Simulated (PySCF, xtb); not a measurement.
(S)-bromo-chloro-fluoromethane (CHBrClF), SMILES F[C@@H](Cl)Br.

Geometry optimised at PBE0-D3(BJ)/def2-SVP.

These are C-PCM-M06-2X/def2-SVP run with PySCF values and carry that method's errors.

The values are the electrostatic part of the solvation free energy, E(continuum) − E(gas) at the gas-phase geometry, in a cavity of scaled van der Waals radii (PySCF's table); cavitation and dispersion terms are not included. In vacuum the orbital gap is 10.04 eV. The dipole moment in vacuum is 1.31 D.

**Question.** Estimate the values in water (ε = 78.36), acetonitrile (ε = 35.69), cyclohexanone (ε = 15.62). (An estimate is asked for; the answer gives what the named calculation found.)

**Answer.** 
| solvent | ε | ΔG(elec) (kcal/mol) | dipole (D) | gap (eV) |
|---|---|---|---|---|
| water | 78.36 | -2.7 | 1.70 | 10.17 |
| acetonitrile | 35.69 | -2.7 | 1.69 | 10.16 |
| cyclohexanone | 15.62 | -2.6 | 1.67 | 10.16 |

For comparison, GFN2-xTB/ALPB(water) (xtb, at the GFN2-xTB geometry, all terms of that model) gives -0.3 kcal/mol.
